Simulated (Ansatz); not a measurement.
`[CH3][Sn]([OH])([Cl])[Cl]` → `CCl` + `[OH][Sn][Cl]` at 600 K and 1 bar (stannylene formation by 1,1-elimination).

Computed with Ansatz on PBE0-D4/def2-TZVP structures; ΔE is electronic, products minus reactants. CCSD(T)/CBS is the MP2 limit (def2-TZVPP, def2-QZVPP) plus CCSD(T) − MP2 in def2-TZVPP, frozen cores. This one scheme is used for every species. def2 core potentials past Kr. For Sn outer-core shells are correlated without core-valence functions, which leaves a few kJ/mol of doubt a bond. One conformer a species, not always the lowest.

| species | CCSD(T)/CBS energy (Eh) | H − E (kJ/mol) | S (J/(mol·K)) |
| --- | --- | --- | --- |
| `[CH3][Sn]([OH])([Cl])[Cl]` | -1249.34724 | 203.3 | 502.7 |
| `CCl` | -499.63220 | 125.0 | 268.9 |
| `[OH][Sn][Cl]` | -749.66523 | 70.8 | 351.2 |

H − E and S are ideal-gas, rigid-rotor, harmonic terms from PBE0-D4/def2-TZVP, for one conformer and one mirror image of each species. 1 Eh = 2625.50 kJ/mol, R = 8.31446 J/(mol·K).

Q: By hand: ΔE, ΔH, ΔS and ΔG.

A: ΔE = (-499.63220) + (-749.66523) − (-1249.34724) = 0.04981 Eh = 130.8 kJ/mol. Δ(H − E) = 125.0 + 70.8 − 203.3 = -7.5, so ΔH = 123.3 kJ/mol. ΔS = 268.9 + 351.2 − 502.7 = 117.4 J/(mol·K). ΔG = 123.3 − 600 × (117.4)/1000 = 52.9 kJ/mol.

Q: By hand: the equilibrium constant, and the temperature at which ΔG would vanish if ΔH and ΔS stayed fixed.

A: log₁₀ K = −ΔG/(RT ln 10) = -4.6. ΔG = 0 at ΔH/ΔS = 1050 K.

The number of gas molecules changes by +1, which sets the sign of ΔS. A doubt of 5 kJ/mol in ΔE shifts log₁₀ K by 0.4 here. Other conformers and mirror images would add mixing entropy, several J/(mol·K) or more a flexible species. Modes under 60 cm⁻¹, often nearly free rotors, make the harmonic entropy too high. These are equilibria of isolated gas molecules and say nothing of rates. Largest T1 diagnostic: 0.017 (customary marks: 0.02 for closed shells, 0.045 for open ones).
